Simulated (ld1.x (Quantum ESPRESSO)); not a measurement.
## Cutoff test, tantalum (Ta), RRKJ

Ta (Z = 73), norm-conserving RRKJ (Kleinman–Bylander form), made with ld1.x (Quantum ESPRESSO) 7.5 (LDA (PZ), scalar-relativistic). Core [Xe] 4f14, reference 5d3 6s1.75 6p0 (charge +0.25). Waves: 6p (bound, empty): rc 2.80 bohr; 5d (bound): rc 2.10 bohr; 6s (bound): rc 2.05 bohr. Local part: the s channel. Core correction: none.

The pseudo-atom Hamiltonian at the reference potential is diagonalised in spherical Bessel functions j_l(qr) that vanish at 20 bohr, with q² up to the cutoff. All-electron valence levels (Ry): 6p -0.2000, 5d -0.3988, 6s -0.5233.

Task: How do the lowest levels (Ry) of each channel move with the cutoff, and are there ghosts?

Result:

```tsv
cutoff (Ry)	p #1	p #2	d #1	d #2	s #1	s #2	f #1	f #2	Σ f·Δε (mRy)
8	-0.1974	0.0055	-0.1525	0.0267	-0.4788	-0.0421	0.0704	0.1795	817.0
12	-0.1995	0.0052	-0.2800	0.0181	-0.5030	-0.0460	0.0704	0.1795	392.3
18	-0.2000	0.0050	-0.3811	0.0143	-0.5207	-0.0497	0.0704	0.1795	58.0
25	-0.2000	0.0050	-0.3973	0.0139	-0.5213	-0.0499	0.0704	0.1794	8.3
30	-0.2000	0.0050	-0.3988	0.0139	-0.5220	-0.0500	0.0704	0.1794	2.8
40	-0.2000	0.0050	-0.3988	0.0139	-0.5225	-0.0500	0.0704	0.1794	1.5
50	-0.2000	0.0050	-0.3989	0.0139	-0.5229	-0.0501	0.0704	0.1794	0.8
60	-0.2000	0.0050	-0.3989	0.0139	-0.5231	-0.0501	0.0704	0.1794	0.5
400	-0.2000	0.0050	-0.3989	0.0139	-0.5233	-0.0501	0.0704	0.1794	0.0
```

Result: no extra level below or beside the all-electron valence levels (p, d, s, f tested); 10 mRy is reached at 25 Ry and 1 mRy at 50 Ry.
